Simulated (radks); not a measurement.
Results of a calculation; reference values are marked as such.
Q: The indium ion In+, configuration [Kr] 4d10 5s2 (the NIST ground configuration). Code: a radial shooting solver on a logarithmic mesh with Libxc functionals. Model: scalar-relativistic Kohn-Sham, PBE, spin-unpolarised, spherical densities, finite nucleus; Fermi nuclear charge, rms radius 4.6156 fm. Some entries of the table are withheld. Estimate them.

orbital,occ.,eigenvalue (hartree),<r^2> (bohr^2),<1/r> (bohr^-1)
1s,2,-1020.171,(1),51.85
2s,2,-152.9845,0.01947,11.82
2p,6,-137.3437,(2),11.38
3s,2,-29.25231,0.1390,4.182
3p,6,-24.12964,0.1399,3.982
3d,10,-16.17615,0.1250,3.753
4s,2,-4.67147,0.8144,1.633
4p,6,-3.14573,(3),(4)
4d,10,-0.95819,1.665,1.139
5s,2,-0.54848,7.006,0.5164

A: 
(1) 1s <r^2> (bohr^2): 0.001195
(2) 2p <r^2> (bohr^2): 0.01536
(3) 4p <r^2> (bohr^2): 0.9726
(4) 4p <1/r> (bohr^-1): 1.476
